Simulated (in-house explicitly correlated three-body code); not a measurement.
Computed with an exponentially correlated three-body code. Model: two electrons around a point charge, non-relativistic, variational in 260 exponentially correlated functions (energies converged to about 1e-7 hartree, or 1e-8 relative for large Z).

For two electrons in a singlet the Kohn-Sham orbital is the square root of half the density, so the exact Kohn-Sham potential and energy parts follow from the density alone, and exchange is minus half the Hartree energy. The Kohn-Sham level equals minus the binding energy of the second electron.

Command:
```bash
python run_hyl.py task.json out
```
Settings (lengths in bohr, energies in hartree):
```
Z                      1.84
interaction_strength   1
functions              260
states_tried           13
```

Time taken, with all properties: 37 s on 1 thread of Intel(R) Xeon(R) Platinum 8375C CPU @ 2.90GHz (Ice Lake), on a shared host.

**Converged states only, values per electron or pair.**

Given: nuclear charge 1.84.

```csv
term,mean r (bohr),mean r squared (bohr²),mean inverse r (1/bohr),mean r12 (bohr),mean inverse r12 (1/bohr),mean cosine,mean p1 dot p2 (bohr⁻²),delta r1 (bohr⁻³),delta r12 (bohr⁻³)
1 1S,1.033,1.4816,1.5284,1.5872,0.84644,-0.069318,0.13859,1.3684,0.07418
2 3S,2.8911,14.93,1.0543,5.0675,0.23612,-0.016197,0.0059165,1.0225,-
2 1S,3.4228,21.614,1.0356,6.1063,0.21395,-0.014139,0.0076122,1.0149,0.0053197
2 3P,3.145,18.657,1.0323,5.5747,0.22566,-0.031658,-0.041847,0.98187,-
2 1P,3.4192,22.156,1.0236,6.0923,0.20612,-0.0066543,0.028876,0.99203,0.00037202
3 3S,6.7633,92.39,0.97463,12.749,0.1015,-0.0042094,0.001471,0.99908,-
3 1S,7.5947,117.74,0.96966,14.406,0.094832,-0.0040834,0.0020732,0.99777,0.0014733
3 3P,7.4856,116.29,0.96889,14.194,0.097976,-0.0091025,-0.01225,0.98864,-
3 1P,7.9036,129.79,0.9662,15.021,0.09209,-0.0017401,0.0092591,0.99168,0.00012755
4 3S,12.421,325.44,0.9495,24.046,0.056017,-0.0016518,0.00056984,0.99437,-
4 1S,?,?,?,?,?,?,?,?,?
4 3P,?,?,?,?,?,?,?,?,-
4 1P,14.172,430.08,0.94605,27.546,0.051967,-0.00070561,0.004,0.99156,5.6394e-05
```

(1) What belongs in the row 4 1S?

(2) What belongs in the row 4 3P?

**Electric-dipole lines between converged S and P states, rate of the upper state's decay.**

| s state | p state | p minus s (eV) | oscillator strength from s | rate (1/s) |
| --- | --- | --- | --- | --- |
| 1 1S | 2 1P | 16.563 | 0.23265 | 9.2316e+08 |
| 1 1S | 3 1P | 17.886 | 0.06333 | 2.9303e+08 |
| 1 1S | 4 1P | 18.349 | 0.025942 | 1.2633e+08 |
| 2 1S | 2 1P | 0.49652 | 0.42921 | 1.5305e+06 |
| 2 1S | 3 1P | 1.819 | 0.12281 | 5.8776e+06 |
| 2 1S | 4 1P | 2.2821 | 0.041904 | 3.1565e+06 |
| 3 1S | 2 1P | -1.1863 | -0.16448 | 1.0045e+07 |
| 3 1S | 3 1P | ? | ? | ? |
| 3 1S | 4 1P | 0.59923 | 0.11228 | 583140 |
| 4 1S | 2 1P | -1.7298 | -0.028174 | 3.6582e+06 |
| 4 1S | 3 1P | -0.40733 | -0.34506 | 2.4843e+06 |
| 4 1S | 4 1P | 0.055735 | 0.96981 | 43574 |
| 2 3S | 2 3P | 0.95596 | 0.60633 | 8.0146e+06 |
| 2 3S | 3 3P | 2.3952 | 0.039065 | 3.2417e+06 |
| 2 3S | 4 3P | ? | ? | ? |
| 3 3S | 2 3P | -1.2002 | -0.24249 | 1.5156e+07 |
| 3 3S | 3 3P | 0.2391 | 0.99815 | 825380 |
| 3 3S | 4 3P | 0.73342 | 0.025016 | 194630 |
| 4 3S | 2 3P | -1.8396 | -0.03435 | 5.0442e+06 |
| 4 3S | 3 3P | -0.40033 | -0.50156 | 3.4879e+06 |
| 4 3S | 4 3P | 0.09399 | 1.3584 | 173580 |

(3) What belongs in the row 3 1S 3 1P?

(4) What belongs in the row 2 3S 4 3P?

**Functionals on the exact density and self-consistent, errors are functional minus exact, hybrids only self-consistent, a dash where a self-consistent run leaves the top level unbound.**

```csv
result,exchange error (millihartree),correlation error (millihartree),functional driven error (millihartree),density driven error (millihartree),self consistent total error (millihartree),top level plus exact binding (eV)
wB97X,-,-,-,-,-0.92795,2.8697
PBE0,-,-,-,-,7.2543,5.605
revTPSS,-4.4571,-3.5659,-8.0229,-0.14746,-8.1704,7.1935
LDA VWN5,126.74,-66.349,60.393,-1.5675,58.826,7.9647
r2SCAN,-5.3855,4.5094,-0.8761,-0.23912,-1.1152,7.1412
r2SCAN0,-,-,-,-,?,?
BP86,-1.502,-1.7666,-3.2686,-0.64736,-3.9159,7.6729
M06-L,-11.292,3.0442,-8.2473,-2.2657,-10.513,7.1142
PBEsol,50.659,-9.5095,41.149,-0.93856,40.211,8.0186
PW91,6.2258,-2.797,3.4289,-0.93848,2.4904,7.7054
LDA PW92,126.74,-66.01,60.733,-1.583,59.15,7.9682
SCAN,-5.3855,4.5094,-0.8761,-0.23912,-1.1152,7.1412
HSE06,-,-,-,-,6.0821,6.0088
PBE,9.0611,0.74098,9.8021,-0.89714,8.905,7.7998
AM05,96.75,-52.031,44.719,-1.0784,43.64,8.0682
TPSS,-5.086,-0.38377,-5.4697,-0.24933,-5.7191,7.3544
OLYP,-1.7836,-0.91946,-2.7031,-1.3113,-4.0144,7.7783
RPBE,?,?,?,?,?,?
B3LYP VWN-RPA,-,-,-,-,-11.915,5.7944
BLYP,-1.502,-0.91946,-2.4214,-1.2792,-3.7007,7.6776
```

(5) What belongs in the row r2SCAN0?

(6) What belongs in the row RPBE?

**Density and exact potentials over r, pair density (one pair, times 4 pi r12^2) and exact minus Kohn-Sham pair density over r12.**

```csv
radius (bohr),radial density (electrons/bohr),exchange potential (hartree),intracule density (1/bohr),Coulomb hole against Kohn-Sham (1/bohr),correlation potential (hartree)
0.124,0.3368,-1.4931,0.015632,-0.01101,-0.047
0.145,0.42712,-1.4818,0.021543,-0.01453,-0.043
0.17,?,?,?,?,?
0.199,0.66383,-1.4484,0.041062,-0.02474,-0.032
0.233,0.80725,-1.4247,0.056396,-0.03163,-0.025
0.273,0.96356,-1.395,0.077192,-0.03977,-0.017
0.32,1.1251,-1.3583,0.105,-0.04889,-0.008
0.375,1.2799,-1.314,0.14135,-0.05832,0.001
0.439,1.4131,-1.2617,0.18738,-0.06688,0.01
0.514,1.5098,-1.2007,0.2441,-0.07291,0.018
0.602,1.5538,-1.1311,0.31082,-0.07425,0.025
0.705,1.533,-1.0538,0.38407,-0.06864,0.029
0.826,1.4416,-0.97001,0.45725,-0.05457,0.031
0.967,1.2852,-0.88228,0.51898,-0.03262,0.029
1.13,1.081,-0.79369,0.5559,-0.006268,0.025
1.33,0.83939,-0.70179,0.55514,0.02004,0.019
1.55,0.61291,-0.61868,0.51063,0.03697,0.014
1.82,?,?,?,?,?
2.13,0.23883,-0.46417,0.3103,0.03503,0.005
2.5,0.12387,-0.39803,0.19602,0.0215,0.003
2.93,0.055737,-0.34066,0.10481,0.008998,0.001
3.43,0.021258,-0.29137,0.046225,0.001692,0
```

(7) What belongs in the row 0.17?

(8) What belongs in the row 1.82?

Results:

(1) mean r (bohr): 13.554; mean r squared (bohr²): 389.25; mean inverse r (1/bohr): 0.94749; mean r12 (bohr): 26.309; mean inverse r12 (1/bohr): 0.053193; mean cosine: -0.0016854; mean p1 dot p2 (bohr⁻²): 0.00083981; delta r1 (bohr⁻³): 0.99396; delta r12 (bohr⁻³): 0.00059971.

(2) mean r (bohr): 13.613; mean r squared (bohr²): 396.63; mean inverse r (1/bohr): 0.94719; mean r12 (bohr): 26.431; mean inverse r12 (1/bohr): 0.054446; mean cosine: -0.0037659; mean p1 dot p2 (bohr⁻²): -0.0050851; delta r1 (bohr⁻³): 0.99029.

(3) p minus s (eV): 0.13617; oscillator strength from s: 0.70952; rate (1/s): 190290.

(4) p minus s (eV): 2.8896; oscillator strength from s: 0.017691; rate (1/s): 2.1366e+06.

(5) self consistent total error (millihartree): 0.39777; top level plus exact binding (eV): 5.1376.

(6) exchange error (millihartree): -6.9581; correlation error (millihartree): 0.74098; functional driven error (millihartree): -6.2172; density driven error (millihartree): -1.0218; self consistent total error (millihartree): -7.239; top level plus exact binding (eV): 7.7506.

(7) radial density (electrons/bohr): 0.53697; exchange potential (hartree): -1.4671; intracule density (1/bohr): 0.029818; Coulomb hole against Kohn-Sham (1/bohr): -0.01909; correlation potential (hartree): -0.038.

(8) radial density (electrons/bohr): 0.40179; exchange potential (hartree): -0.53705; intracule density (1/bohr): 0.42209; Coulomb hole against Kohn-Sham (1/bohr): 0.04205; correlation potential (hartree): 0.009.

The density-driven part is never positive, since each functional's own density lowers its energy. Here it is small beside the functional-driven part (median ratio 0.16), the normal case.
